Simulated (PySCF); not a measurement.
**Steps of a relaxation of Dy(NO3)3**

Dy(NO3)3 (singlet in the valence; each metal's 4f electrons, 9 of them, lie in its core potential, out of spins and levels). PySCF 2.14.0, RKS TPSS, Dy lcecp-1-SVP with ECP55, O def2-SVP, N def2-SVP; non-relativistic Hamiltonian with scalar-relativistic core potentials where named; density fitting; no spin-orbit coupling. Origin of the start: displaced along the imaginary mode. Columns: position (Å) and force (eV/Å). Energies are counted from the last step; some of the 9 steps are shown. Forces carry noise of the integration grid, about 0.01 to 0.03 eV/Å.

Run from Python with OMP_NUM_THREADS=4. Where DIIS fails, smearing, a level shift and second-order steps follow.
It took 110 s on 4 threads of Arm Neoverse V1, with other jobs on the host, from the converged density of the start.

```xyz
13
step 0  E = 0.100 eV
Dy    0.0000    0.0000    0.0000     0.00    0.00    0.00
O     2.0612    0.2500    1.0922     0.20   -0.27   -1.09
O     2.0612   -0.2500   -1.0922     0.20    0.27    1.09
N     2.7804    0.0000    0.0000    -0.28    0.00    0.00
O     3.9778    0.0000    0.0000    -0.24    0.00    0.00
O    -1.2471    1.6601    1.0922     0.14    0.30   -1.09
O    -0.8141    1.9101   -1.0922    -0.33    0.03    1.09
N    -1.3902    2.4079    0.0000     0.13   -0.23    0.00
O    -1.9889    3.4449    0.0000     0.12   -0.19    0.00
O    -0.8141   -1.9101    1.0922    -0.33   -0.03   -1.09
O    -1.2471   -1.6601   -1.0922     0.14   -0.30    1.09
N    -1.3902   -2.4079    0.0000     0.13    0.23    0.00
O    -1.9889   -3.4448    0.0000     0.12    0.19    0.00
```

```xyz
13
step 3  E = 0.002 eV
Dy    0.0000    0.0000    0.0000     0.00    0.00    0.00
O     2.0628    0.2364    1.0658     0.00   -0.01    0.01
O     2.0628   -0.2364   -1.0658     0.00    0.01   -0.01
N     2.7821    0.0000    0.0000     0.00    0.00    0.00
O     3.9796    0.0000    0.0000    -0.03    0.00    0.00
O    -1.2362    1.6682    1.0658     0.02    0.01    0.01
O    -0.8266    1.9047   -1.0658    -0.01   -0.02   -0.01
N    -1.3910    2.4094    0.0000    -0.01    0.01    0.00
O    -1.9898    3.4464    0.0000     0.01   -0.01    0.00
O    -0.8267   -1.9046    1.0658    -0.01    0.02    0.01
O    -1.2362   -1.6682   -1.0658     0.02   -0.01   -0.01
N    -1.3911   -2.4094    0.0000    -0.01   -0.01    0.00
O    -1.9898   -3.4464    0.0000     0.01    0.01    0.00
```

```xyz
13
step 5  E = 0.001 eV
Dy    0.0000    0.0000    0.0000     0.00    0.00    0.00
O     2.0594    0.2115    1.0719     0.02   -0.01   -0.02
O     2.0594   -0.2115   -1.0719     0.02    0.01    0.02
N     2.7786    0.0000    0.0000    -0.09    0.00    0.00
O     3.9745    0.0000    0.0000     0.09    0.00    0.00
O    -1.2129    1.6778    1.0719     0.01    0.02   -0.02
O    -0.8465    1.8893   -1.0719    -0.01   -0.01    0.02
N    -1.3893    2.4064    0.0000     0.04   -0.08    0.00
O    -1.9872    3.4420    0.0000    -0.05    0.09    0.00
O    -0.8466   -1.8893    1.0719    -0.01    0.01   -0.02
O    -1.2129   -1.6778   -1.0719     0.01   -0.02    0.02
N    -1.3893   -2.4064    0.0000     0.04    0.08    0.00
O    -1.9872   -3.4420    0.0000    -0.05   -0.09    0.00
```

Where does the relaxation end?

It converges at step 8 in D3:
```xyz
13
step 8  E = 0
Dy    0.0000    0.0000    0.0000
O     2.0609    0.1823    1.0765
O     2.0609   -0.1824   -1.0765
N     2.7800    0.0000    0.0000
O     3.9774    0.0000    0.0000
O    -1.1884    1.6937    1.0765
O    -0.8725    1.8760   -1.0765
N    -1.3900    2.4076    0.0000
O    -1.9887    3.4446    0.0000
O    -0.8726   -1.8760    1.0765
O    -1.1884   -1.6936   -1.0765
N    -1.3900   -2.4076    0.0000
O    -1.9887   -3.4445    0.0000
```

How did the contacts change?


| contact | start (Å) | end (Å) |
| --- | --- | --- |
| Dy1–O2 (NO3) | 2.346 | 2.332 |
| Dy1–O6 (NO3) | 2.346 | 2.332 |
| Dy1–O11 (NO3) | 2.346 | 2.332 |


No frequency check is given that shows the relaxed geometry to be a minimum. An lcecp potential fixes the number of 4f electrons, so in runs with it no electron can move into or out of that shell.
